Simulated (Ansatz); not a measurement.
`[Cl][SnH2][SeH]` + `O[SiH3]` → `[SiH3][O][SnH2][Cl]` + H₂Se  (ligand exchange at the Sn–Se bond)

Calculated with Ansatz (gas phase, PBE0-D4/def2-TZVP geometries, no zero-point term in ΔE). CBS: MP2 limit from def2 TZ/QZ plus the TZ coupled-cluster correction, frozen cores. DFT in def2-TZVPP. B3LYP here is the variant with VWN-RPA as its local correlation; programs differ in this. HSE06 is defined as in plane-wave codes. Elements past krypton have def2 core potentials. For Se, Sn outer-core shells are correlated without core-valence functions, which leaves a few kJ/mol of doubt a bond. Scalar relativity is left out up to krypton. Each species was taken in one conformer, which may not be the lowest.

Question: Is it downhill or uphill in electronic energy at CCSD(T)/CBS, and by how much? (Best estimate.)

Answer: Ansatz gave: Uphill: ΔE = +0.40 eV.

Question: What do these levels give: revPBE-D4, ωB97M-V, B3LYP, HSE06, RPA@PBE/def2-TZVPP, CCSD/def2-TZVPP? (An estimate is asked.)

Answer: The calculation gave: revPBE-D4 0.46, ωB97M-V 0.40, B3LYP 0.44, HSE06 0.52, RPA@PBE/def2-TZVPP 0.29, CCSD/def2-TZVPP 0.35 eV.

Largest T1 diagnostic among the species: 0.013.

The D4 term adds −0.03 eV with B3LYP and −0.02 eV with PBE0; it sums over pairs of atoms, weighted by their polarisabilities, and B3LYP, whose exchange is more repulsive, gets the larger term. At CCSD(T), def2-SVP lies −0.12 eV from the extrapolated value and def2-TZVPP −0.06 eV.
